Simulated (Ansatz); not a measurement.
A nudged elastic band was laid between two geometries of CH₄MgSe (7 atoms, charge 0, multiplicity 1).

Theory: RKS PBE0/def2-SVP (Ansatz).

```json
{
  "movable images": "7",
  "climbing image": "yes",
  "spring": "5.0 eV/Å²",
  "optimiser": "quadratic models (default)",
  "start path": "through a guess of the saddle point",
  "force threshold": "0.03 eV/Å",
  "iteration limit": "46",
  "end points": "relaxed"
}
```

First end point:

```xyz
7
Properties=species:S:1:pos:R:3
C -1.140 0.857 -0.155
Mg 0.544 -0.374 -0.220
Se 2.519 -1.812 -0.330
H -1.076 1.594 0.664
H -1.265 1.426 -1.093
H -2.065 0.277 -0.001
H 2.482 -1.968 1.136
```

Last end point:

```xyz
7
Properties=species:S:1:pos:R:3
C -1.143 0.857 -0.141
Mg 0.458 -0.388 0.351
Se 2.330 -1.839 0.960
H -1.222 1.714 0.551
H -1.038 1.272 -1.158
H -2.105 0.320 -0.106
H 2.721 -1.936 -0.458
```

What changes between the two ends?

No bond is made or broken.

What energy profile does the band end with?

It converged. The highest image is number 6 of 0 to 8, 0.0 kcal/mol above the ends, which have the same energy within 2 meV. The top lies less than 8 meV above the higher end, about what the thresholds resolve: that end is a shoulder or a very shallow well. A vibrational analysis at the climbing image gives no mode beyond 40i cm⁻¹: the surface is too flat there to confirm a saddle point.

```tsv
image	path coordinate (Å)	energy (kcal/mol)
0	0.00	0.0
1	0.37	0.0
2	0.74	0.0
3	1.11	0.0
4	1.48	0.0
5	1.85	0.0
6	2.22	0.0
7	2.58	0.0
8	2.94	0.0
```

What is the geometry of the highest image?


```xyz
7
Properties=species:S:1:pos:R:3
C -1.141 0.854 -0.152
Mg 0.611 -0.201 0.266
Se 2.685 -1.397 0.773
H -1.200 1.784 0.437
H -1.199 1.138 -1.216
H -2.045 0.265 0.079
H 2.288 -2.442 -0.188
```

The band took 11 iterations and about 5 core-minutes.

Run time: 4.7 min on 1 thread of Arm Neoverse V1, with other jobs on the host, peak memory 0.17 GiB.
